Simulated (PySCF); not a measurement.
**Atomic charges by several schemes**

Species: C6H5F.
Geometry (GFN2-xTB, Å), atoms numbered from 1 in this order:
```xyz
12
C6H5F angstrom
C      2.289   -1.662    1.213
C      1.542   -0.771    0.899
C      0.680    0.222    0.496
C      0.036    1.350    0.659
C     -0.214    0.656   -0.643
C     -1.515   -0.069   -0.886
F     -2.471    0.800   -1.373
H      2.943   -2.425    1.512
H     -0.201    2.198    1.250
H      0.235    1.050   -1.552
H     -1.918   -0.491    0.041
H     -1.406   -0.856   -1.641
```

Density: PBE0/pcSseg-1 (PySCF); schemes: Mulliken, IAO, Hirshfeld and ESP-fitted. Isolated species at its GFN2-xTB geometry (one conformer only).

At which atom do the 4 schemes differ most?

At C2: from -0.041 (Hirshfeld) to +0.383 e (Mulliken), 0.424 e apart.

Which atoms carry the highest charge in the Mulliken, IAO, Hirshfeld and ESP-fitted schemes?

The schemes don't all agree: Mulliken C2 (+0.383); IAO H8 (+0.210); Hirshfeld H8 (+0.099); ESP-fitted H8 (+0.308).

For which atoms does the sign change between the 4 schemes (beyond +0.03 e in one, beyond −0.03 e in another)?

C2. Atomic charges aren't observables, and each scheme defines them in its own way.

What partial charge does each atom carry?

In e:

| atom | environment | Mulliken | IAO | Hirshfeld | ESP-fitted |
| --- | --- | --- | --- | --- | --- |
| C1 | terminal alkyne carbon | -0.422 | -0.203 | -0.084 | -0.379 |
| C2 | alkyne carbon | +0.383 | -0.029 | -0.041 | +0.011 |
| C3 | fully substituted alkene carbon | +0.002 | -0.008 | +0.008 | +0.030 |
| C4 | alkene CH carbon | -0.084 | -0.134 | -0.022 | -0.207 |
| C5 | allylic carbon | -0.240 | -0.125 | -0.045 | -0.029 |
| C6 | sp3 C–F carbon | +0.255 | +0.030 | +0.016 | +0.090 |
| F7 | alkyl fluorine | -0.349 | -0.335 | -0.136 | -0.253 |
| H8 | alkyne hydrogen | +0.051 | +0.210 | +0.099 | +0.308 |
| H9 | vinylic hydrogen | +0.075 | +0.185 | +0.084 | +0.204 |
| H10 | methine hydrogen | +0.128 | +0.132 | +0.036 | +0.082 |
| H11 | methylene hydrogen | +0.095 | +0.137 | +0.040 | +0.080 |
| H12 | methylene hydrogen | +0.107 | +0.140 | +0.044 | +0.061 |

Mean size of the charges over all atoms: Mulliken 0.182 e, ESP-fitted 0.145 e, IAO 0.139 e, Hirshfeld 0.055 e. Each set sums to the total charge, 0, to within 0.001 e. The Hirshfeld scheme divides the density at each point in proportion to the densities of the neutral, spherically averaged free atoms. The IAO scheme counts the electrons in orthogonalised intrinsic atomic orbitals, a minimal basis polarised so that it spans the occupied orbitals exactly.

Sum the charges by element, for elements with more than one atom.

| element | atoms | Mulliken | IAO | Hirshfeld | ESP-fitted |
| --- | --- | --- | --- | --- | --- |
| C | 6 | -0.107 | -0.469 | -0.168 | -0.483 |
| H | 5 | +0.456 | +0.804 | +0.303 | +0.736 |

How many electrons does the Mulliken scheme count on C1?

Z − q = 6 − (-0.422) = 6.422.
